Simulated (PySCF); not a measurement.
Computed Raman spectrum (relative Raman activity) of a molecule C4H8Si. The structure is a stationary point at PBE0-D3(BJ)/def2-SVP. One conformer was computed; it need not be the lowest. Calculation: PBE0-D3(BJ)/def2-SVP in PySCF. Frequencies are harmonic and unscaled.

Lines under 2 % of the strongest are left out, and lines within 2 cm⁻¹ are merged.

| ν (cm⁻¹) | relative intensity |
|---|---|
| 590 | 3.5 |
| 635 | 2.7 |
| 699 | 6.5 |
| 739 | 2.2 |
| 847 | 2.4 |
| 938 | 3.2 |
| 964 | 3.0 |
| 1120 | 4.0 |
| 1123 | 2.3 |
| 1237 | 2.9 |
| 1413 | 16 |
| 1719 | 4.7 |
| 2223 | 84 |
| 3062 | 100 |
| 3108 | 66 |
| 3170 | 28 |
| 3193 | 82 |

Problem. Which molecule gave these data?
A) C1=CC[SiH2]C1
B) C=C/C=C/[SiH3]
C) CC1=CC[SiH2]1
D) CC#C[SiH2]C

Solution. A, C1=CC[SiH2]C1
